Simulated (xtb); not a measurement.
A run for xtb: GFN2-xTB on GeH2IN (SMILES [NH2][Ge][I]), a point of a torsion scan.

```
$ xtb mol.xyz --gfn 2 --opt vtight --chrg 0 --uhf 0 --input xcontrol
5

N     -0.83698423     0.01849623    -0.02319725
Ge     0.64091458    -0.92298722    -0.42652156
I      1.10945924    -2.67493132     1.33567741
H     -0.93301839     0.98917173    -0.31565822
H     -1.59934174    -0.40915875     0.49886311
$constrain
  force constant=1.0
  dihedral: 4,1,2,3,150.0
$end
```

It printed:

```
[...]
           -------------------------------------------------
          |                Calculation Setup                |
           -------------------------------------------------



           -------------------------------------------------
          |                 G F N 2 - x T B                 |
           -------------------------------------------------

        Reference                      10.1021/acs.jctc.8b01176
      * Hamiltonian:
        H0-scaling (s, p, d)           1.850000    2.230000    2.230000
        zeta-weighting                 0.500000
      * Dispersion:
        s8                             2.700000
        a1                             0.520000
        a2                             5.000000
        s9                             5.000000
      * Repulsion:
        kExp                           1.500000    1.000000
        rExp                           1.000000
      * Coulomb:
        alpha                          2.000000
        third order                    shell-resolved
        anisotropic                    true
        a3                             3.000000
        a5                             4.000000
        cn-shift                       1.200000
        cn-exp                         4.000000
        max-rad                        5.000000


          ...................................................
          :                      SETUP                      :
          :.................................................:
          :  # basis functions                  26          :
          :  # atomic orbitals                  24          :
          :  # shells                           10          :
          :  # electrons                        18          :
          :  max. iterations                   250          :
          :  Hamiltonian                  GFN2-xTB          :
          :  restarted?                      false          :
          :  GBSA solvation                  false          :
          :  PC potential                    false          :
          :  electronic temp.          300.0000000     K    :
          :  accuracy                    1.0000000          :
          :  -> integral cutoff          0.2500000E+02      :
          :  -> integral neglect         0.1000000E-07      :
          :  -> SCF convergence          0.1000000E-05 Eh   :
          :  -> wf. convergence          0.1000000E-03 e    :
          :  Broyden damping             0.4000000          :
          :  net charge                          0          :
          :  unpaired electrons                  0          :
          ...................................................

 iter      E             dE          RMSdq      gap      omega  full diag
   1     -8.1801021 -0.818010E+01  0.228E+01    1.74       0.0  T
   2     -8.2855432 -0.105441E+00  0.309E+01    3.68       1.0  T
   3     -9.5847638 -0.129922E+01  0.102E+01    4.40       1.0  T
   4     -9.6620236 -0.772598E-01  0.841E+00    4.23       1.0  T
   5     -9.7503480 -0.883244E-01  0.618E+00    3.98       1.0  T
   6     -9.8138392 -0.634912E-01  0.187E+00    3.76       1.0  T
   7     -9.8100647  0.377451E-02  0.242E+00    3.58       1.0  T
   8     -9.8141339 -0.406919E-02  0.980E-01    3.80       1.0  T
   9     -9.8136478  0.486147E-03  0.758E-01    3.73       1.0  T
  10     -9.8145256 -0.877869E-03  0.274E-01    3.80       1.0  T
  11     -9.8145554 -0.297980E-04  0.656E-02    3.79       1.0  T
  12     -9.8145563 -0.818577E-06  0.248E-02    3.79       1.8  T
  13     -9.8145562  0.536375E-07  0.582E-03    3.79       7.7  T
  14     -9.8145563 -0.912798E-07  0.192E-03    3.79      23.3  T
  15     -9.8145563  0.371598E-09  0.101E-03    3.79      44.1  T
  16     -9.8145563 -0.707866E-09  0.378E-04    3.79     118.3  T
  17     -9.8145563 -0.282228E-10  0.101E-04    3.79     440.8  T

   *** convergence criteria satisfied after 17 iterations ***

         #    Occupation            Energy/Eh            Energy/eV
      -------------------------------------------------------------
         1        2.0000           -0.7170543             -19.5120
       ...           ...                  ...                  ...
         3        2.0000           -0.5907773             -16.0759
         4        2.0000           -0.5337388             -14.5238
         5        2.0000           -0.4619539             -12.5704
         6        2.0000           -0.4181661             -11.3789
         7        2.0000           -0.4058751             -11.0444
         8        2.0000           -0.4001275             -10.8880
         9        2.0000           -0.3872047             -10.5364 (HOMO)
        10                         -0.2478409              -6.7441 (LUMO)
        11                         -0.1602146              -4.3597
        12                         -0.1146211              -3.1190
        13                         -0.0025199              -0.0686
        14                  
[...]
00           -0.4165408             -11.3347
         7        2.0000           -0.4044991             -11.0070
         8        2.0000           -0.3991658             -10.8619
         9        2.0000           -0.3951867             -10.7536 (HOMO)
        10                         -0.2531736              -6.8892 (LUMO)
        11                         -0.1781117              -4.8467
        12                         -0.1260742              -3.4307
        13                          0.0112336               0.3057
        14                          0.0313502               0.8531
       ...                                ...                  ...
        24                          1.0355905              28.1799
      -------------------------------------------------------------
                  HL-Gap            0.1420131 Eh            3.8644 eV
             Fermi-level           -0.3241802 Eh           -8.8214 eV

 SCC (total)                   0 d,  0 h,  0 min,  0.002 sec
 SCC setup                      ...        0 min,  0.000 sec (  2.271%)
 Dispersion                     ...        0 min,  0.000 sec (  0.579%)
 classical contributions        ...        0 min,  0.000 sec (  0.233%)
 integral evaluation            ...        0 min,  0.000 sec ( 28.051%)
 iterations                     ...        0 min,  0.000 sec ( 20.104%)
 molecular gradient             ...        0 min,  0.001 sec ( 45.831%)
 printout                       ...        0 min,  0.000 sec (  2.664%)

         :::::::::::::::::::::::::::::::::::::::::::::::::::::
         ::                     SUMMARY                     ::
         :::::::::::::::::::::::::::::::::::::::::::::::::::::
         :: total energy              -9.774965048413 Eh    ::
         :: gradient norm              0.000026205112 Eh/a0 ::
         :: HOMO-LUMO gap              3.864373639190 eV    ::
         ::.................................................::
         :: SCC energy                -9.823087800044 Eh    ::
         :: -> isotropic ES            0.000985988106 Eh    ::
         :: -> anisotropic ES         -0.000095285486 Eh    ::
         :: -> anisotropic XC         -0.008373157621 Eh    ::
         :: -> dispersion             -0.003141636283 Eh    ::
         :: repulsion energy           0.048095397992 Eh    ::
         :: add. restraining           0.000027353638 Eh    ::
         :: total charge              -0.000000000000 e     ::
         :::::::::::::::::::::::::::::::::::::::::::::::::::::

           -------------------------------------------------
          |                Property Printout                |
           -------------------------------------------------

    * Orbital Energies and Occupations

         #    Occupation            Energy/Eh            Energy/eV
      -------------------------------------------------------------
         1        2.0000           -0.7137597             -19.4224
         2        2.0000           -0.6476397             -17.6232
         3        2.0000           -0.5960916             -16.2205
         4        2.0000           -0.5268963             -14.3376
         5        2.0000           -0.4626939             -12.5905
         6        2.0000           -0.4165408             -11.3347
         7        2.0000           -0.4044991             -11.0070
         8        2.0000           -0.3991658             -10.8619
         9        2.0000           -0.3951867             -10.7536 (HOMO)
        10                         -0.2531736              -6.8892 (LUMO)
        11                         -0.1781117              -4.8467
        12                         -0.1260742              -3.4307
        13                          0.0112336               0.3057
        14                          0.0313502               0.8531
        15                          0.0355969               0.9686
        16                          0.0571074               1.5540
        17                          0.0726863               1.9779
        18                          0.0877356               2.3874
        19                          0.1076788               2.9301
        20                          0.1734255               4.7191
       ...                                ...                  ...
        24                          1.0355905              28.1799
      -------------------------------------------------------------
                  HL-Gap            0.1420131 Eh            3.8644 eV
             Fermi-level           -0.3241802 Eh           -8.8214 eV

     #   Z          covCN         q      C6AA      α(0)
     1   7 N        2.558    -0.410    30.664     8.224
     2  32 Ge       1.705     0.321   248.505    32.959
     3  53 I        0.877    -0.236   389.525    34.071
     4   1 H        0.860     0.152     1.390     1.847
     5   1 H        0.860     0.173     1.253     1.753

 Mol. C6AA /au·bohr⁶  :       1852.173891
 Mol. C8AA /au·bohr⁸  :     138597.466904
 Mol. α(0) /au        :         78.853462


Wiberg/Mayer (AO) data.
largest (>0.10) Wiberg bond orders for each atom
Note: The following floating-point exceptions are signalling: IEEE_DENORMAL
normal termination of xtb

 ---------------------------------------------------------------------------
     #   Z sym  total        # sym  WBO       # sym  WBO       # sym  WBO
 ---------------------------------------------------------------------------
     1   7 N    3.253 --     2 Ge   1.355     4 H    0.948     5 H    0.937
     2  32 Ge   2.591 --     1 N    1.355     3 I    1.183
     3  53 I    1.202 --     2 Ge   1.183
     4   1 H    0.977 --     1 N    0.948
     5   1 H    0.970 --     1 N    0.937
 ---------------------------------------------------------------------------

Topologies differ in total number of bonds
Writing topology from bond orders to xtbtopo.mol

molecular dipole:
                 x           y           z       tot (Debye)
 q only:       -0.094       0.830      -0.737
   full:       -0.385       2.066      -1.845       7.108
molecular quadrupole (traceless):
                xx          xy          yy          xz          yz          zz
 q only:        3.294       1.636      -4.241      -3.122       4.630       0.947
  q+dip:        9.962       5.214     -11.263      -7.313      15.126       1.300
   full:        9.390       5.978     -10.487      -6.362      15.839       1.097

           -------------------------------------------------
          |                Geometry Summary                 |
           -------------------------------------------------

      molecular mass/u    :      215.5546068
   center of mass at/Å    :        0.7473253      -1.7890954       0.5833675
  moments of inertia/u·Å² :        0.4409257E+02   0.3705504E+03   0.4142850E+03
rotational constants/cm⁻¹ :        0.3823237E+00   0.4549349E-01   0.4069091E-01

 * 3 selected distances

     #   Z          #   Z                                           value/Å
     1   7 N        2  32 Ge                                      1.8183022 (max)
     1   7 N        4   1 H                                       1.0088996 (min)
     1   7 N        5   1 H                                       1.0114130

 * 2 distinct bonds (by element types)

   Z      Z             #   av. dist./Å        max./Å        min./Å
   1 H    7 N           2     1.0101563     1.0114130     1.0088996
   7 N   32 Ge          1     1.8183022     1.8183022     1.8183022


optimized geometry written to: xtbopt.xyz


           -------------------------------------------------
          | TOTAL ENERGY               -9.774965048413 Eh   |
          | GRADIENT NORM               0.000026205112 Eh/α |
          | HOMO-LUMO GAP               3.864373639190 eV   |
           -------------------------------------------------

------------------------------------------------------------------------
------------------------------------------------------------------------
 total:
 SCF:
 ANC optimizer:
```

The run finished.

Warnings raised: the energy holds the restraint's term.

Cost: roughly 0.06 core-seconds.
